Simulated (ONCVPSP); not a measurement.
# Scattering properties, ONCV potential for As

ONCVPSP 4.0.1 input, shortened (lines: element, Z, core and valence counts, functional; n l f; lmax; l rc ep ncon nbas qcut; lloc lpopt rc5 dvloc0; l nproj debl; icmod fcfact rcfact), revPBE, scalar-relativistic:

```
  As 33.00    6    2  -102130      upf
    1    0    2.00
    2    0    2.00
    2    1    6.00
    3    0    2.00
    3    1    6.00
    3    2   10.00
    4    0    2.00
    4    1    2.50
    2
    0    1.40    0.00    4    7    3.70
    1    1.85    0.00    4    7    4.70
    2    1.40    0.02    3    6    5.90
    4    5    0.95    3.00
    0    2    3.30
    1    2    0.80
    2    2    3.10
    4    0.40    0.00
```

The phase is arctan(r·R′/R) of the radial function R(r), unwrapped; energies in Ha, scanned from -2 to 5 Ha. A pole is an energy at which the radial function vanishes at the test radius. The pseudo phase is shifted by a multiple of π to meet the all-electron one at the reference energy, and phase errors are pseudo minus all-electron; the curves can meet again beyond the range given. Levels narrower than the energy grid can be missing from the lists of poles.

Task: For each channel, where are the poles, and over which energies does the pseudopotential scatter like the atom?

Result:

```
channel  radius (bohr)  reference energy (Ha)  poles, all-electron  poles, pseudo  unbroken range about the reference energy with phases within 0.05 rad  phase error 1 Ha above the reference energy (rad)
      s           1.42                  -0.69                 4.30           4.36                                                              below 2.1                                             -0.002
      p           1.87                  -0.33                 1.80     1.79, 4.85                                                              below 3.2                                             -0.000
      d           1.42                   0.02                -1.40          -0.69                                                             above -0.5                                             +0.034
```

Note: ghosts flagged at negative energy: d at -20.0 eV; GHOST(+) flagged for s at 56.5 eV. A true bound ghost makes a file unfit for plane-wave use.

Phases in the d channel:

```json
{"E (Ha)": "-1.98", "all-electron": "-0.240", "pseudo": "1.199"}
{"E (Ha)": "-1.80", "all-electron": "-0.958", "pseudo": "1.179"}
{"E (Ha)": "-1.62", "all-electron": "-1.347", "pseudo": "1.153"}
{"E (Ha)": "-1.44", "all-electron": "-1.542", "pseudo": "1.118"}
{"E (Ha)": "-1.26", "all-electron": "-1.659", "pseudo": "1.065"}
{"E (Ha)": "-1.08", "all-electron": "-1.741", "pseudo": "0.962"}
{"E (Ha)": "-0.90", "all-electron": "-1.805", "pseudo": "0.556"}
{"E (Ha)": "-0.72", "all-electron": "-1.860", "pseudo": "-1.470"}
{"E (Ha)": "-0.54", "all-electron": "-1.911", "pseudo": "-1.830"}
{"E (Ha)": "-0.36", "all-electron": "-1.961", "pseudo": "-1.940"}
{"E (Ha)": "-0.18", "all-electron": "-2.014", "pseudo": "-2.010"}
{"E (Ha)": "0.00", "all-electron": "-2.071", "pseudo": "-2.071"}
{"E (Ha)": "0.18", "all-electron": "-2.134", "pseudo": "-2.134"}
{"E (Ha)": "0.36", "all-electron": "-2.207", "pseudo": "-2.202"}
{"E (Ha)": "0.54", "all-electron": "-2.292", "pseudo": "-2.281"}
{"E (Ha)": "0.72", "all-electron": "-2.395", "pseudo": "-2.376"}
{"E (Ha)": "0.90", "all-electron": "-2.519", "pseudo": "-2.491"}
{"E (Ha)": "1.08", "all-electron": "-2.670", "pseudo": "-2.633"}
{"E (Ha)": "1.26", "all-electron": "-2.849", "pseudo": "-2.804"}
{"E (Ha)": "1.44", "all-electron": "-3.052", "pseudo": "-3.004"}
{"E (Ha)": "1.62", "all-electron": "-3.267", "pseudo": "-3.222"}
{"E (Ha)": "1.80", "all-electron": "-3.476", "pseudo": "-3.440"}
{"E (Ha)": "1.98", "all-electron": "-3.665", "pseudo": "-3.640"}
{"E (Ha)": "2.16", "all-electron": "-3.826", "pseudo": "-3.811"}
{"E (Ha)": "2.34", "all-electron": "-3.959", "pseudo": "-3.951"}
{"E (Ha)": "2.52", "all-electron": "-4.067", "pseudo": "-4.064"}
{"E (Ha)": "2.70", "all-electron": "-4.155", "pseudo": "-4.155"}
{"E (Ha)": "2.88", "all-electron": "-4.228", "pseudo": "-4.229"}
{"E (Ha)": "3.06", "all-electron": "-4.288", "pseudo": "-4.289"}
{"E (Ha)": "3.24", "all-electron": "-4.339", "pseudo": "-4.340"}
{"E (Ha)": "3.42", "all-electron": "-4.382", "pseudo": "-4.382"}
{"E (Ha)": "3.60", "all-electron": "-4.419", "pseudo": "-4.418"}
{"E (Ha)": "3.78", "all-electron": "-4.452", "pseudo": "-4.449"}
{"E (Ha)": "3.96", "all-electron": "-4.480", "pseudo": "-4.476"}
{"E (Ha)": "4.14", "all-electron": "-4.505", "pseudo": "-4.499"}
{"E (Ha)": "4.32", "all-electron": "-4.528", "pseudo": "-4.520"}
{"E (Ha)": "4.50", "all-electron": "-4.548", "pseudo": "-4.538"}
{"E (Ha)": "4.68", "all-electron": "-4.567", "pseudo": "-4.555"}
{"E (Ha)": "4.86", "all-electron": "-4.584", "pseudo": "-4.570"}
```
